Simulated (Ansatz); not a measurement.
Start from `F[CH2][AlH2]` and change one atom or group to get `CB[CH](F)[AlH2]`.

Ansatz, PBE0-D4/def2-TZVP geometries, multiplicity 1. Each molecule was computed in one conformer, which needn't be the lowest.

```tsv
property	`F[CH2][AlH2]`
LUMO energy (PBE0/def2-TZVPP) / eV	-1.60
HOMO–LUMO gap (PBE/def2-TZVPP) / eV	4.03
size of the dipole moment (ωB97M-V/def2-TZVPP) / D	1.54
HOMO–LUMO gap (ωB97M-V/def2-TZVPP) / eV	10.11
HOMO energy (B3LYP/def2-TZVPP) / eV	-7.64
size of the dipole moment (PBE/def2-TZVPP) / D	1.39
```

(1) Give the same properties after the change, and the shifts. (Best estimate.)

## Answers

(1) Computed: 
| property | `CB[CH](F)[AlH2]` | shift |
| --- | --- | --- |
| LUMO energy (PBE0/def2-TZVPP) / eV | -1.31 | 0.29 |
| HOMO–LUMO gap (PBE/def2-TZVPP) / eV | 4.03 | 0.00 |
| size of the dipole moment (ωB97M-V/def2-TZVPP) / D | 2.32 | 0.78 |
| HOMO–LUMO gap (ωB97M-V/def2-TZVPP) / eV | 9.90 | -0.21 |
| HOMO energy (B3LYP/def2-TZVPP) / eV | -7.14 | 0.50 |
| size of the dipole moment (PBE/def2-TZVPP) / D | 2.17 | 0.78 |

With PBE0 the HOMO rises by 0.49 eV and the LUMO rises by 0.29 eV, so the gap narrows by about 0.20 eV. PBE moves the HOMO by 0.24 eV and ωB97M-V by 0.62 eV. Dipoles are sizes alone; their direction can turn.

B3LYP here is the variant with VWN-RPA as its local correlation; programs differ in this.
